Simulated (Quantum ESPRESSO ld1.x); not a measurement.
Values are calculated unless marked as measured or tabulated.
Question: The mean radii <r> (bohr) of the occupied orbitals of an atom or ion are listed with their occupations. Code: ld1.x of Quantum ESPRESSO 7.5. Model: scalar-relativistic Kohn-Sham, LDA (Slater exchange, Perdew-Wang correlation), spin-polarised, spherical densities, point nucleus.

orbital  occ.      <r>
1s up       1  0.01933
1s down     1  0.01933
2s up       1  0.08188
2s down     1  0.08188
2p up       3  0.07294
2p down     3  0.07294
3s up       1   0.2128
3s down     1   0.2128
3p up       3   0.2125
3p down     3   0.2125
3d up       5   0.1925
3d down     5   0.1925
4s up       1   0.4782
4s down     1   0.4782
4p up       3   0.5082
4p down     3   0.5082
4d up       5   0.5479
4d down     5   0.5479
5s up       1    1.168
5s down     1    1.166
5p up       3    1.382
5p down     3    1.376
4f up       7   0.7200
4f down     7   0.7180
6s up       1    3.023

Name the element and its charge. Open shells, if any, are filled with parallel spins first.

Answer: Z = 71, lutetium, charge +2: Lu2+ in [Xe] 4f14 6s1. The 1s radius gives Z: for a bare nucleus <r> = (2 gamma + 1)/(2Z) with gamma = sqrt(1 - (Z/c)^2), 0.01909 bohr for Z = 71, and screening makes it slightly larger (0.01933 here). The occupations add up to 69, and the charge is Z minus that.
